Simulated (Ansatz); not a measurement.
Born–Oppenheimer molecular dynamics of H5O5Ta (11 atoms, charge 0, multiplicity 1). It starts from a relaxed structure.

Computed with RHF/def2-SVP in Ansatz 0.2.0.

| Property | Result |
| --- | --- |
| ensemble | NVT, Nosé–Hoover chain |
| time step | 0.5 fs |
| steps asked | 500 |
| set temperature | 300 K |
| thermostat | time constant 100 fs, chain length 3 (defaults) |
| masses | H 10 u |
| seed | 435449 |

Frames 10 fs apart, positions in Å, forces in eV/Å.

Velocities at 130 fs (Å/ps):

```
Ta -0.24 1.17 -0.13
O 4.38 -3.97 4.91
H 1.08 -3.71 -4.29
O 4.47 3.25 -6.67
H -5.67 -1.38 -7.47
O -0.12 2.17 3.46
H 2.29 -0.07 1.68
O -2.29 -2.31 0.05
H -0.46 -4.04 2.64
O -1.39 -5.55 0.31
H -1.02 -1.73 6.50
```

```xyz
11
Properties=species:S:1:pos:R:3:forces:R:3 time_fs=130 energy_less_start_eV=0.207 T=240
Ta -0.144 -0.196 -0.004 -0.66 0.07 -2.91
O 1.779 -0.215 0.012 -0.56 -0.11 -0.18
H 2.312 -0.395 0.762 0.35 -0.04 0.26
O -0.226 -0.279 1.893 -0.30 -0.79 -1.61
H -0.073 0.011 2.736 0.33 0.69 2.45
O -0.288 -0.145 -1.915 0.36 0.28 -0.07
H -0.406 -0.042 -2.859 0.11 -0.12 1.18
O -0.943 1.567 0.070 0.19 -0.48 0.20
H -1.139 1.931 0.917 -0.11 0.23 0.04
O -1.209 -1.821 -0.108 0.30 0.37 0.79
H -1.505 -2.212 0.703 -0.02 -0.10 -0.15
11
Properties=species:S:1:pos:R:3:forces:R:3 time_fs=140 energy_less_start_eV=0.262 T=205
Ta -0.147 -0.186 -0.014 -0.07 -1.60 -2.89
O 1.784 -0.251 0.030 0.11 -0.19 0.39
H 2.363 -0.444 0.768 -0.55 0.21 -0.65
O -0.188 -0.260 1.827 -0.04 0.39 3.96
H -0.123 0.015 2.740 -0.12 -0.48 -0.94
O -0.278 -0.116 -1.885 0.42 0.03 0.53
H -0.380 -0.046 -2.801 -0.14 0.07 -0.90
O -0.965 1.539 0.082 -0.15 0.34 0.26
H -1.147 1.898 0.936 -0.10 0.22 -0.06
O -1.212 -1.861 -0.074 0.64 1.12 0.37
H -1.510 -2.228 0.746 0.01 -0.10 -0.06
11
Properties=species:S:1:pos:R:3:forces:R:3 time_fs=150 energy_less_start_eV=0.174 T=293
Ta -0.151 -0.183 -0.036 0.74 -1.39 2.29
O 1.779 -0.295 0.051 -0.58 0.07 -0.68
H 2.387 -0.481 0.744 -0.09 0.03 0.16
O -0.154 -0.238 1.894 -0.16 -0.54 -1.87
H -0.177 0.007 2.765 -0.05 0.56 2.32
O -0.246 -0.082 -1.853 0.05 0.00 -2.12
H -0.361 -0.048 -2.783 0.00 0.05 -0.04
O -0.995 1.524 0.106 -0.16 0.29 -0.13
H -1.166 1.887 0.956 -0.11 0.22 0.18
O -1.181 -1.840 -0.013 0.14 0.51 0.19
H -1.512 -2.250 0.779 0.22 0.20 -0.31
11
Properties=species:S:1:pos:R:3:forces:R:3 time_fs=160 energy_less_start_eV=0.195 T=288
Ta -0.151 -0.187 -0.050 0.58 0.58 2.66
O 1.748 -0.339 0.041 0.56 -0.13 0.00
H 2.395 -0.514 0.723 -0.71 0.19 -0.45
O -0.132 -0.227 1.944 -0.32 0.62 1.24
H -0.233 0.018 2.885 0.22 -0.52 -2.20
O -0.205 -0.049 -1.901 0.09 -0.22 0.56
H -0.346 -0.043 -2.811 -0.16 0.10 -1.24
O -1.034 1.526 0.128 0.08 -0.12 0.08
H -1.195 1.895 0.986 0.01 -0.06 -0.23
O -1.141 -1.790 0.056 -0.41 -0.47 -0.54
H -1.497 -2.258 0.793 0.07 0.04 0.10
11
Properties=species:S:1:pos:R:3:forces:R:3 time_fs=170 energy_less_start_eV=0.335 T=176
Ta -0.148 -0.188 -0.050 0.18 1.80 1.75
O 1.731 -0.386 0.013 -0.09 0.07 -0.61
H 2.361 -0.537 0.687 0.27 -0.05 0.49
O -0.122 -0.194 2.008 0.35 -0.31 -3.22
H -0.280 0.003 2.893 -0.25 0.34 1.08
O -0.165 -0.028 -1.955 -0.42 -0.35 -0.11
H -0.339 -0.029 -2.901 0.24 0.07 1.36
O -1.068 1.519 0.151 0.36 -0.55 -0.19
H -1.226 1.901 1.002 0.01 -0.07 -0.10
O -1.123 -1.763 0.097 -0.67 -0.95 -0.57
H -1.475 -2.263 0.813 0.02 0.00 0.12
11
Properties=species:S:1:pos:R:3:forces:R:3 time_fs=180 energy_less_start_eV=0.306 T=207
Ta -0.145 -0.181 -0.040 -0.60 0.35 -0.02
O 1.722 -0.433 -0.041 1.10 -0.06 0.62
H 2.335 -0.560 0.680 -0.47 0.12 -0.47
O -0.103 -0.165 1.956 -0.23 0.29 1.08
H -0.330 -0.003 2.898 0.53 -0.36 -2.42
O -0.143 -0.026 -1.989 -0.27 -0.32 2.15
H -0.316 -0.008 -2.910 -0.03 0.05 -0.02
O -1.085 1.486 0.166 0.06 0.18 -0.10
H -1.255 1.898 1.003 0.05 -0.15 -0.29
O -1.139 -1.785 0.102 -0.19 -0.17 -0.55
H -1.451 -2.271 0.848 0.05 0.06 0.03
11
Properties=species:S:1:pos:R:3:forces:R:3 time_fs=190 energy_less_start_eV=0.194 T=313
Ta -0.144 -0.172 -0.030 -0.13 -1.59 -0.45
O 1.749 -0.477 -0.082 -0.46 0.32 -0.26
H 2.298 -0.579 0.665 0.49 -0.07 0.61
O -0.084 -0.128 1.906 0.91 -0.49 -1.96
H -0.355 -0.028 2.768 -0.56 0.24 1.99
O -0.143 -0.043 -1.932 -0.58 -0.03 -0.40
H -0.287 0.017 -2.879 0.21 -0.04 1.26
O -1.097 1.460 0.169 -0.23 0.66 -0.57
H -1.282 1.886 0.986 -0.05 0.12 0.16
O -1.169 -1.820 0.078 0.23 0.56 0.12
H -1.420 -2.268 0.882 0.18 0.31 -0.49
11
Properties=species:S:1:pos:R:3:forces:R:3 time_fs=200 energy_less_start_eV=0.298 T=232
Ta -0.143 -0.170 -0.023 0.11 -1.74 -1.55
O 1.769 -0.507 -0.124 0.12 0.25 1.16
H 2.283 -0.601 0.682 -0.38 0.08 -0.78
O -0.034 -0.111 1.827 -0.22 -0.18 3.59
H -0.396 -0.044 2.707 0.53 -0.01 -0.68
O -0.173 -0.064 -1.869 -0.26 -0.01 0.20
H -0.246 0.043 -2.776 -0.10 0.19 -1.53
O -1.123 1.472 0.144 -0.19 0.54 -0.19
H -1.312 1.881 0.974 0.01 0.04 -0.14
O -1.185 -1.822 0.054 0.40 0.86 0.07
H -1.376 -2.244 0.879 -0.02 -0.03 -0.14
11
Properties=species:S:1:pos:R:3:forces:R:3 time_fs=210 energy_less_start_eV=0.266 T=267
Ta -0.142 -0.177 -0.022 0.27 0.16 0.52
O 1.775 -0.519 -0.125 -0.93 0.38 -0.18
H 2.262 -0.619 0.668 0.44 -0.06 0.49
O 0.029 -0.108 1.877 0.65 -0.28 -0.22
H -0.429 -0.054 2.669 -0.62 0.19 1.63
O -0.221 -0.082 -1.833 -0.09 0.31 -2.37
H -0.207 0.080 -2.756 -0.06 -0.01 -0.13
O -1.157 1.510 0.105 0.47 -0.65 0.11
H -1.343 1.883 0.954 0.01 0.09 -0.14
O -1.181 -1.778 0.036 -0.05 0.00 0.46
H -1.331 -2.219 0.861 -0.09 -0.13 -0.16
11
Properties=species:S:1:pos:R:3:forces:R:3 time_fs=220 energy_less_start_eV=0.255 T=285
Ta -0.141 -0.183 -0.019 -0.16 1.86 -0.39
O 1.741 -0.511 -0.120 0.55 -0.01 0.89
H 2.266 -0.641 0.674 -0.35 0.15 -0.69
O 0.106 -0.119 1.954 -1.30 -0.05 0.52
H -0.480 -0.051 2.725 1.06 -0.03 -1.19
O -0.276 -0.088 -1.890 0.23 -0.03 0.62
H -0.173 0.124 -2.788 -0.02 0.14 -0.66
O -1.165 1.515 0.073 0.65 -0.95 0.57
H -1.373 1.893 0.918 0.06 0.08 -0.26
O -1.180 -1.731 0.039 -0.49 -0.63 0.18
H -1.296 -2.211 0.835 -0.23 -0.54 0.40
11
Properties=species:S:1:pos:R:3:forces:R:3 time_fs=230 energy_less_start_eV=0.354 T=209
Ta -0.139 -0.180 -0.019 -0.52 0.81 -0.67
O 1.722 -0.498 -0.087 0.11 0.15 -0.50
H 2.263 -0.655 0.657 0.56 -0.06 0.63
O 0.136 -0.137 2.031 0.05 -0.20 -2.59
H -0.477 -0.044 2.727 -0.44 0.14 0.58
O -0.314 -0.090 -1.940 0.75 0.27 0.25
H -0.146 0.173 -2.849 -0.27 -0.34 1.22
O -1.137 1.466 0.071 0.18 -0.08 0.53
H -1.399 1.913 0.861 0.04 0.16 -0.02
O -1.206 -1.718 0.059 -0.31 -0.62 0.61
H -1.279 -2.249 0.837 -0.15 -0.21 -0.05
11
Properties=species:S:1:pos:R:3:forces:R:3 time_fs=240 energy_less_start_eV=0.327 T=239
Ta -0.141 -0.174 -0.022 -0.56 -1.83 -0.70
O 1.719 -0.479 -0.069 1.21 -0.16 0.48
H 2.296 -0.670 0.673 -0.45 0.27 -0.57
O 0.144 -0.163 1.992 -1.46 0.23 0.07
H -0.474 -0.032 2.737 1.20 -0.22 -1.46
O -0.314 -0.083 -1.958 0.49 -0.17 1.66
H -0.137 0.202 -2.833 -0.02 0.02 -0.16
O -1.100 1.416 0.101 -0.57 1.19 0.21
H -1.421 1.948 0.801 -0.08 0.37 0.30
O -1.247 -1.734 0.105 0.33 0.41 0.09
H -1.278 -2.315 0.848 -0.08 -0.13 0.07
```

Of the whole run (250 fs, mean temperature of the second half 245 K): The conserved energy stayed within 0.056 meV per atom of its start (net change 0.02 meV per atom), so the integration is sound. The mean temperature of the second half is 18 % below the set value. A run of 0.25 ps of so small a system gives no equilibrium averages.

Run time: 8 min on 4 threads of Arm Neoverse V2, with other jobs on the host, peak memory 0.29 GiB.
